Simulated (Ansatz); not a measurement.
Start from `N[SiH](F)CO` and change one atom or group to get `B[SiH](N)F`.

Ansatz, PBE0-D4/def2-TZVP geometries, multiplicity 1. Each molecule was computed in one conformer, which needn't be the lowest.

```json
{"property": "size of the dipole moment (PBE/def2-TZVPP) / D", "`N[SiH](F)CO`": "1.98"}
{"property": "HOMO energy (PBE0/def2-TZVPP) / eV", "`N[SiH](F)CO`": "-7.84"}
{"property": "HOMO–LUMO gap (PBE/def2-TZVPP) / eV", "`N[SiH](F)CO`": "5.92"}
{"property": "LUMO energy (PBE0/def2-TZVPP) / eV", "`N[SiH](F)CO`": "0.47"}
{"property": "HOMO energy (PBE/def2-TZVPP) / eV", "`N[SiH](F)CO`": "-6.35"}
{"property": "LUMO energy (B3LYP/def2-TZVPP) / eV", "`N[SiH](F)CO`": "0.13"}
```

What does the change do to each property? (Best estimate.)

The calculation gave: 
```csv
property,`B[SiH](N)F`,shift
size of the dipole moment (PBE/def2-TZVPP) / D,2.02,0.04
HOMO energy (PBE0/def2-TZVPP) / eV,-7.95,-0.11
HOMO–LUMO gap (PBE/def2-TZVPP) / eV,3.21,-2.71
LUMO energy (PBE0/def2-TZVPP) / eV,-2.39,-2.86
HOMO energy (PBE/def2-TZVPP) / eV,-6.60,-0.25
LUMO energy (B3LYP/def2-TZVPP) / eV,-2.59,-2.72
```

With PBE0 the HOMO falls by 0.11 eV and the LUMO falls by 2.86 eV, so the gap narrows by about 2.75 eV. PBE moves the HOMO by -0.25 eV and ωB97M-V by 0.05 eV. The zero-point energy changes by -58.2 kJ/mol with -6 modes. Dipoles are sizes alone; their direction can turn.

B3LYP here is the variant with VWN-RPA as its local correlation; programs differ in this.
